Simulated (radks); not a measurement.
The magnesium ion Mg2+ inside a hard spherical wall (all orbitals vanish at R), configuration held at [Ne] and not refilled when levels cross. Method: non-relativistic Kohn-Sham, LDA (Slater exchange, VWN5 correlation), spin-polarised, spherical densities, point nucleus; computed with a radial shooting solver on a logarithmic mesh with Libxc functionals. Eigenvalues in eV for spin up, with the zero of energy where the potential of the charges vanishes at infinity; a dash marks a level that is unbound or too diffuse for the functional's potential to be trusted. A positive occupied level is held by the wall or, in an anion where self-interaction has pushed it up, behind a barrier. The pressure on the wall is -dE/dV.

R (bohr) = free: E (hartree) -198.29151; kinetic (hartree) 197.729; e(1s) -1271.5; e(2s) -99.147; e(2p) -66.860; e(3s, empty) -17.890; e(3p, empty) -12.601; pressure (GPa) 0
R (bohr) = 20: E (hartree) -198.29151; kinetic (hartree) 197.729; e(1s) -1271.5; e(2s) -99.147; e(2p) -66.860; e(3s, empty) -17.890; e(3p, empty) -12.601; pressure (GPa) < 0.0001
R (bohr) = 12: E (hartree) -198.29151; kinetic (hartree) 197.729; e(1s) -1271.5; e(2s) -99.147; e(2p) -66.860; e(3s, empty) -17.890; e(3p, empty) -12.601; pressure (GPa) < 0.0001
R (bohr) = 8: E (hartree) -198.29151; kinetic (hartree) 197.729; e(1s) -1271.5; e(2s) -99.147; e(2p) -66.860; e(3s, empty) -17.887; e(3p, empty) -12.573; pressure (GPa) < 0.0001
R (bohr) = 6: E (hartree) -198.29151; kinetic (hartree) 197.729; e(1s) -1271.5; e(2s) -99.147; e(2p) -66.860; e(3s, empty) -17.787; e(3p, empty) -12.237; pressure (GPa) < 0.0001
R (bohr) = 4: E (hartree) -198.29141; kinetic (hartree) 197.730; e(1s) -1271.5; e(2s) -99.141; e(2p) -66.854; e(3s, empty) -15.632; e(3p, empty) -8.638; pressure (GPa) 0.0615
R (bohr) = 3.5: E (hartree) -198.29074; kinetic (hartree) 197.738; e(1s) -1271.5; e(2s) -99.115; e(2p) -66.825; e(3s, empty) -13.112; e(3p, empty) -5.289; pressure (GPa) 0.590
R (bohr) = 2.5: E (hartree) -198.25211; kinetic (hartree) 198.069; e(1s) -1270.1; e(2s) -98.258; e(2p) -65.838; e(3s, empty) 5.302; e(3p, empty) 15.230; pressure (GPa) 57.2
